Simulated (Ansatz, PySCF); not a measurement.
This Ansatz (an electronic-structure program) input computes a r2SCAN/def2-TZVPD energy:

Ansatz 0.2 input:
```yaml
crystal:
  periodic: [false, false, false]
  atoms:
    - {symbol: C, position_ang: [-1.56289751, 0.07488891, -0.02921117]}
    - {symbol: C, position_ang: [-0.35967586, -0.44105238, -0.71570794]}
    - {symbol: C, position_ang: [0.95593966, -0.09731581, -0.06182134]}
    - {symbol: O, position_ang: [1.07916202, 0.54670366, 0.94593619]}
    - {symbol: H, position_ang: [-1.46340044, 0.65405543, 0.87601448]}
    - {symbol: H, position_ang: [-2.54601833, -0.12457396, -0.42903952]}
    - {symbol: H, position_ang: [-0.29230953, -0.09028344, -1.75903592]}
    - {symbol: H, position_ang: [-0.37919533, -1.53842485, -0.82296003]}
    - {symbol: H, position_ang: [1.84742969, -0.49352672, -0.59202579]}
basis:
  gaussian:
    orbitals: def2-TZVPD
hamiltonian:
  xc: {name: r2SCAN}
magnetization: {spin_polarized: true, initial_magnetization: 1}
output: {forces: true}
```

Q: Write an input for the same energy in PySCF and say what it gives.

A: 
```python
from pyscf import gto, scf, dft

mol = gto.M(
    atom='''
    C    -1.56289751    0.07488891   -0.02921117
    C    -0.35967586   -0.44105238   -0.71570794
    C     0.95593966   -0.09731581   -0.06182134
    O     1.07916202    0.54670366    0.94593619
    H    -1.46340044    0.65405543    0.87601448
    H    -2.54601833   -0.12457396   -0.42903952
    H    -0.29230953   -0.09028344   -1.75903592
    H    -0.37919533   -1.53842485   -0.82296003
    H     1.84742969   -0.49352672   -0.59202579
    ''',
    basis='def2-tzvpd',
    charge=0,
    spin=1,
    verbose=4,
)

mf = dft.UKS(mol, xc='r2scan').density_fit(auxbasis='def2-universal-jkfit')
mf.grids.level = 4
mf.conv_tol = 1e-9
mf.max_cycle = 100
mf.max_memory = 1500
mf.kernel()
if not mf.converged:
    mf = mf.newton()
    mf.kernel(mf.make_rdm1())
for _ in range(2):
    mo, _, stable, _ = mf.stability(return_status=True)
    if stable:
        break
    mf.kernel(mf.make_rdm1(mo, mf.mo_occ))
mf.analyze()
```
It gives -192.44247 Eh, and Ansatz -192.44239 Eh, a difference of 0.08 mEh, from the treatment of integrals and grids.

It need not be the lowest isomer of its formula.
